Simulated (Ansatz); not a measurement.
Geometry optimisation, RKS CAM-B3LYP-D4/def2-SVP (Ansatz 0.2.0).

Input file:

```yaml
crystal:
  periodic: [false, false, false]
  atoms:
    - { symbol: B, position_ang: [-0.86474, 1.32451, 0.51769] }
    - { symbol: Al, position_ang: [0.13583, -0.4056, 0.03637] }
    - { symbol: F, position_ang: [-0.15458, -1.79387, 0.90506] }
    - { symbol: S, position_ang: [1.6047, -0.76915, -1.57379] }
    - { symbol: H, position_ang: [-0.58045, 1.98385, 1.44637] }
    - { symbol: H, position_ang: [-1.78801, 1.71665, -0.09137] }
    - { symbol: H, position_ang: [1.64725, -2.05638, -1.24033] }
basis:
  gaussian: { orbitals: def2-SVP }
hamiltonian:
  xc: cam_b3lyp
  dispersion: d4
relax:
  f_tol: 0.015
  max_steps: 40
```

Run as:

```bash
$ ansatz run input.yaml --threads 2 --pin off --max-ram 3072MiB --backend cpu --events-out ev --progress --plain --runs-dir out
```

Task: Where does it end, and by what steps?

Result: The forces met the threshold. The force dipped under the threshold on the way, but the program's further checks kept it going. After 11 steps the energy has fallen by 0.073 eV; H5 moved furthest, 0.21 Å.

| step | energy less start (eV) | largest force component (eV/Å) | accepted |
| --- | --- | --- | --- |
| 0 | 0.0000 | 0.685 | yes |
| 1 | -0.0622 | 0.230 | yes |
| 2 | -0.0654 | 0.199 | yes |
| 3 | -0.0702 | 0.073 | yes |
| 4 | -0.0714 | 0.036 | yes |
| 5 | -0.0716 | 0.012 | yes |
| 6 | -0.0718 | 0.023 | yes |
| 7 | -0.0723 | 0.025 | yes |
| 8 | -0.0725 | 0.054 | yes |
| 9 | -0.0727 | 0.016 | yes |
| 10 | -0.0727 | 0.025 | no |
| 11 | -0.0728 | 0.006 | yes |

```xyz
7
Properties=species:S:1:pos:R:3
B -0.865 1.331 0.519
Al 0.091 -0.487 0.053
F -0.272 -1.882 0.891
S 1.591 -0.711 -1.509
H -0.432 2.092 1.350
H -1.879 1.686 -0.031
H 1.766 -2.029 -1.273
```

Whether the end is a true minimum wasn't checked by a vibrational analysis.

Time of the run: 20 s on 2 threads of Arm Neoverse V2, with other jobs on the host, peak memory 0.17 GiB.
